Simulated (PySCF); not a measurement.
methyl 2-iodoprop-2-enoate (C₄H₅IO₂), SMILES C=C(I)C(=O)OC. Heavy atoms are numbered as in [CH2:1]=[C:2]([I:3])[C:4](=[O:5])[O:6][CH3:7]. Hydrogens are named by the atom that carries them.

Coordinates come from a B3LYP-D3(BJ)/def2-SVP optimisation. The def2 effective core potentials stand for the cores of I; spin–orbit coupling is left out. One conformer was computed; it need not be the lowest.

All values below come from PBE/def2-TZVP run with PySCF.

ESP charges are fitted to the potential on shells at 1.4 to 2.0 van der Waals radii. Atomic charges (e), one atom of each kind:

| atom | ESP fit | Mulliken | Löwdin |
|---|---|---|---|
| C1 (CH2) | -0.19 | -0.25 | -0.16 |
| C2 | -0.34 | -0.03 | -0.39 |
| I3 | -0.01 | -0.02 | 0.33 |
| C4 | 0.90 | 0.26 | -0.53 |
| O5 | -0.54 | -0.28 | 0.14 |
| O6 | -0.28 | -0.17 | 0.28 |
| C7 (CH3) | -0.34 | -0.23 | -0.32 |
| H on C1 | 0.15 | 0.16 | 0.15 |
| H on C7 | 0.15 | 0.14 | 0.12 |

Computed Mayer and Wiberg (Löwdin basis) orders of the bonds:
```json
[
 {"bond": "C1–C2", "Mayer": "1.83", "Wiberg": "2.08"},
 {"bond": "C2–I3", "Mayer": "1.09", "Wiberg": "1.41"},
 {"bond": "C2–C4", "Mayer": "0.96", "Wiberg": "1.17"},
 {"bond": "C4–O5", "Mayer": "2.00", "Wiberg": "2.60"},
 {"bond": "C4–O6", "Mayer": "1.24", "Wiberg": "1.70"},
 {"bond": "O6–C7", "Mayer": "0.92", "Wiberg": "1.40"}
]
```
